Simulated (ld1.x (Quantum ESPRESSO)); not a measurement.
## PBEsol TM dataset for silver (Ag), scalar-relativistic all-electron reference.

ld1.x (Quantum ESPRESSO) 7.5 input, shortened:

```
&input
   title='Ag', zed=47., rel=1, dft='PBESOL', iswitch=3,
   config='[Kr] 4d9 4f-2 5s0 5p0'
 /
 &inputp
   pseudotype=2, tm=.true., lloc=0,
   nlcc=.false.
 /
4
4P  2  1   6.00   0.00  0.90  0.90  0.0
4D  3  2   9.00   0.00  1.70  1.70  0.0
4F  4  3  -2.00   0.35  1.65  1.65  0.0
5S  1  0   0.00   0.00  1.90  1.90  0.0
 &test
   configts(1)='4p6 4d9 5s0 5p0'
 /
```

Results:

```
Cutoffs needed           : 160 Ry and 260 Ry (the cutoffs (Ry, on a coarse ladder) from which the occupation-weighted sum of valence levels, in a spherical-Bessel basis at the reference potential, stays within 10 and 1 mRy of its value at 400 Ry)
Ghost test               : no extra level below or beside the all-electron valence levels (p, d, f, s tested) (spherical-Bessel basis up to 400 Ry, 20 bohr box)
Largest excitation error : -483 meV (all-electron minus pseudo) for 4p6 4d10 5s0 5p1, out of 7 test configurations
```

Generation and tests took about 2.1 s on one core of a shared server CPU.
